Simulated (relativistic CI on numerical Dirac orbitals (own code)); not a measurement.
## One change at a time: Ir53+

Base calculation: Dirac-Coulomb-Breit CI, KLI orbitals optimised for each configuration, QED by a radiative potential, unscaled Slater integrals.

Configuration list (outside the closed core [Ne]): 3s2 3p6 3d6, 3s2 3p5 3d7, 3s2 3p4 3d8, 3s 3p6 3d7, 3p6 3d8, 3s 3p5 3d8, 3s2 3p6 3d5 4s, 3s2 3p6 3d5 4p, 3s2 3p4 3d7 4s, 3s2 3p6 3d5 4d, 3s2 3p5 3d6 4s, 3s2 3p6 3d5 4f, 3s2 3p6 3d4 4s2, 3s 3p6 3d6 4s, 3p6 3d7 4s, 3p6 3d7 4p. Levels of other configurations are missing.

The lowest level and the first level of each name with at least 55 % of one term (blank where a level has no safe partner in the second run):

```
            Level  Base (eV)  Shift (eV)
 3s2 3p6 3d6 3F_4      0.000       0.000
 3s2 3p6 3d6 5D_3     77.371      +1.288
 3s2 3p6 3d6 3H_6     87.197      +3.941
 3s2 3p6 3d6 3G_5     87.240      +2.977
 3s2 3p6 3d6 3P_1    111.951      +0.378
 3s2 3p6 3d6 3F_3    113.649      +1.308
 3s2 3p6 3d6 5D_2    160.389      +2.586
 3s2 3p6 3d6 5D_0    163.414      +2.101
 3s2 3p6 3d6 3H_5    171.459      +4.838
 3s2 3p6 3d6 1I_6    174.957      +5.988
 3s2 3p6 3d6 1D_2    221.055      +2.598
 3s2 3p6 3d6 1S_0    239.987      +1.719
3s2 3p5 3d7 5G°_6    418.243      +4.581
3s2 3p5 3d7 3P°_0    429.919      +2.503
```

At this charge energies of transitions that change n are usually good to better than 1 %, and those within a shell (Δn = 0) to a few per cent.

(1) One thing was changed in a second run, which moved the levels as shown. Which?
A. Breit term removed
B. configuration mixing switched off
C. valence Slater integrals scaled by 0.9
D. QED terms removed

Answers

(1) A. Breit term removed. The Breit term mainly narrows fine-structure intervals, so removing it widens them.

LS names give the leading component of a level, which can be under half, so a name can repeat, a term be missing and a line seem to break the LS rules.
